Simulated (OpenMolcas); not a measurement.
Pd2+ in a ligand field

Pd2+ with 6 ligands (fluoride) in trigonal antiprismatic coordination (D3d) at 2.17 Å, a polar angle of 54.2° against the regular 54.74°. A charge of +0.667 e stands 2.8 Å behind each ligand. Ligand basis ANO-RCC-VDZP.

* Program: OpenMolcas 26.06
* Method: CASSCF
* Basis: ANO-RCC-VDZP [6s5p3d1f]
* Scalar Hamiltonian: DKH2, point nucleus
* Active space: 8 electrons in 5 orbitals (4d)
* State averaging: 2S+1 = 3 even, 10 roots; 2S+1 = 1 even, 15 roots
* Spin-orbit coupling: state interaction with AMFI integrals over the reference wave functions

The lowest spin-free states (labels of D3, the rotations of D3d), above the lowest:

```tsv
State	Degeneracy	E (cm-1)	Free-ion L (%)
3A2	1	0.0	F (100)
3E	2	9829	F (100)
3A1	1	9899	F (100)
1E	2	13638	D (75)
3A2	1	15882	F (86)
3E	2	16090	F (86)
1A1	1	22630	G (90)
1E	2	23147	D (82)
1A1	1	23290	D (80)
3E	2	26801	P (86)
3A2	1	27217	P (86)
1E	2	27432	G (100)
1A2	1	27501	G (100)
1E	2	35346	G (75)
1A1	1	35603	G (82)
1E	2	35871	G (82)
1A1	1	58887	S (92)
```

The lowest levels with spin-orbit coupling:

| E (cm-1) | Degeneracy | Label | 2S+1 | g |
| --- | --- | --- | --- | --- |
| 0.0 | 1 | A1 | 3 |  |
| 4.9 | 2 | E | 3 | 0.00 0.00 4.91 |
| 8883 | 2 | E | 3 | 0.00 0.00 0.23 |
| 9579 | 2 | E | 3 | 0.00 0.00 1.29 |
| 9632 | 1 | A2 | 3 |  |
| 10711 | 1 | A1 | 3 |  |
| 10725 | 2 | E | 3 | 0.00 0.00 2.14 |
| 11131 | 1 | A2 | 3 |  |
| 13341 | 2 | E | 1 (73 %) | 0.00 0.00 0.03 |
| 14380 | 1 | A1 | 3 |  |
| 15886 | 2 | E | 3 | 0.00 0.00 0.04 |
| 15981 | 1 | A2 | 3 |  |
| 17492 | 1 | A1 | 3 |  |
| 17598 | 2 | E | 3 | 0.00 0.00 1.67 |
| 18879 | 2 | E | 3 (80 %) | 0.00 0.00 0.15 |
| 22577 | 2 | E | 1 (76 %) | 0.00 0.00 1.01 |
| 22707 | 1 | A1 | 1 (77 %) |  |
| 23446 | 1 | A1 | 1 |  |
| 27161 | 2 | E | 3 | 0.00 0.00 0.64 |
| 27578 | 1 | A2 | 3 (69 %) |  |

Powder χT (cm3 K/mol): 0.843 at 2 K, 1.48 at 10 K, 1.53 at 50 K, 1.54 at 100 K, 1.55 at 200 K, 1.57 at 300 K. The effective moment at 300 K is 2.828 √(χT) = 3.55 μB.

The lowest level has 2S+1 = 3, for which the spin-only value is χT = S(S+1) / 2 = 1.000 cm3 K/mol (g = 2). The computed 1.572 at 300 K differs by +0.572, through orbital momentum, spin-orbit coupling and any other state in reach.

Metal share of the active 4d orbitals (Löwdin): 91, 91, 97, 97, 97 %; Mulliken charge of the metal 1.58.

Without dynamic correlation the repulsion within the d shell is too large (B by tens of per cent), so at a given field states of lower spin stand too high. Real 4d8 and 5d8 ions are as a rule square planar and diamagnetic. With metal d orbitals alone the field can be off either way by tens of per cent. Ligand-to-metal charge-transfer states are missing. With no ligand orbital active B as a rule stays too high, so bands that hang on it stand too high and its fall with covalency is understated. No measured value stands beside these numbers; the geometry was imposed, not optimised, and the real ion may take another.

With an even number of electrons the g values are those of a degenerate or nearly degenerate non-Kramers pair.
